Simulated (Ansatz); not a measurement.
Ga6S10⁻. Charge -1, multiplicity 2. Geometry PBE-D4/def2-SVP, basis def2-TZVP, Ansatz.

```xyz
16

Ga   -1.611   -0.732   -0.125
Ga    1.692    0.520    2.118
Ga   -0.958    2.053   -0.878
Ga    1.215   -2.099   -0.108
Ga    1.548   -0.043   -2.518
Ga   -0.966   -2.913    2.268
S     0.199    3.043   -2.609
S    -0.900    1.305    2.498
S     1.446   -2.061    2.150
S     0.552    0.350   -0.227
S    -2.745    0.700   -1.426
S    -2.132   -0.529    2.166
S    -1.351    2.945    1.277
S    -0.937   -2.906   -0.490
S     2.789   -1.918   -1.669
S     2.159    2.285   -2.428
```

```tsv
run	HOMO (eV)	LUMO (eV)
A	-1.98	-0.76
B	-1.58	-0.78
C	-2.61	-0.20
D	-1.64	-0.92
```

Single mean-field runs in def2-TZVP are fitted with def2-universal-jkfit. Another isomer (doublet) lies 2.25 eV lower at PBE0-D4/def2-TZVP; other spin states weren't run for this one.

HOMO and LUMO are taken over both spins.

**Question.** The runs used PBE, PBE0, r2SCAN, revPBE. Estimate which is which.

**Answer.** A r2SCAN (0 % exact exchange); B revPBE (0 % exact exchange); C PBE0 (25 % exact exchange); D PBE (0 % exact exchange). Exact exchange lowers occupied and raises empty levels; among semilocal functionals meta-GGAs tend to open the gap a little, and such runs are hard to tell apart. The gap grows from 0.72 eV (PBE) to 2.41 eV (PBE0).
